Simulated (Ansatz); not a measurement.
AuBrF₃P (`F[P+](F)(F)[Au-][Br]`), 6 atoms. The species carries charge 0 and has multiplicity 1. Correlated methods include outer-core shells of Au, Br, which these sets cover unevenly. Scalar relativity is left out up to krypton. Au takes the def2 core potential. All runs use 4 threads of an Arm Neoverse V1 on a shared host. Correlated methods freeze the cores.

Question: Give the basis size and wall time and peak host memory of each of these runs in Ansatz. RKS ωB97M-V/def2-QZVPP energy; RHF-CCSD(T)/def2-SVP energy; direct RPA on PBE orbitals/def2-TZVPP energy; RKS revPBE-D4/def2-TZVPP energy; RKS PBE0-D4/def2-SVP energy; RKS PBE0-D4/def2-TZVP frequencies; RKS PBE0-D4/def2-TZVP relaxation (6 steps); RKS PBE0-D4/def2-QZVPP energy; RKS SPW92 (LDA)/def2-TZVPP energy; RKS ωB97M-V/def2-SVP energy; RKS r2SCAN0-D4/def2-TZVPP energy; RHF-CCSD(T)/def2-TZVPP energy. (Estimate.)

Answer: Ansatz gave: Other jobs shared the machine, so times are rough.

| level | job | functions | wall time | peak host memory (GiB) |
| --- | --- | --- | --- | --- |
| RKS SPW92 (LDA)/def2-TZVPP | energy | 239 | 1.6 s | 0.35 |
| RKS PBE0-D4/def2-SVP | energy | 124 | 1.9 s | 0.32 |
| RKS revPBE-D4/def2-TZVPP | energy | 239 | 2.4 s | 0.35 |
| direct RPA on PBE orbitals/def2-TZVPP | energy | 239 | 7.5 s | 0.64 |
| RKS ωB97M-V/def2-SVP | energy | 124 | 8 s | 0.47 |
| RKS r2SCAN0-D4/def2-TZVPP | energy | 239 | 9 s | 0.93 |
| RKS PBE0-D4/def2-QZVPP | energy | 418 | 12 s | 1.9 |
| RKS ωB97M-V/def2-QZVPP | energy | 418 | 26 s | 2.2 |
| RHF-CCSD(T)/def2-SVP | energy | 124 | 31 s | 0.86 |
| RKS PBE0-D4/def2-TZVP | relaxation (6 steps) | 218 | 42 s | 0.76 |
| RKS PBE0-D4/def2-TZVP | frequencies | 218 | 2.5 min | 0.77 |
| RHF-CCSD(T)/def2-TZVPP | energy | 239 | 11 min | 6 |
